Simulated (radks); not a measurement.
Values are calculated unless marked as measured or tabulated.
Problem. Neutral nickel: order these configurations by energy. Code: a radial shooting solver on a logarithmic mesh with Libxc functionals. Model: scalar-relativistic Kohn-Sham, PBEsol, spin-polarised, spherical densities, finite nucleus; Fermi nuclear charge, rms radius of each element as measured or else 0.836 A^(1/3) + 0.57 fm. Open shells are filled with parallel spins first. [Ar] 3d10; [Ar] 3d7 4s2 4p1; [Ar] 3d8 4s1 4p1; [Ar] 3d8 4s2; [Ar] 3d9 4p1; [Ar] 3d9 4s1.

Solution. From the lowest, in eV above it: [Ar] 3d9 4s1 0.000; [Ar] 3d8 4s2 1.195; [Ar] 3d10 1.443; [Ar] 3d9 4p1 4.086; [Ar] 3d8 4s1 4p1 4.750; [Ar] 3d7 4s2 4p1 10.023.
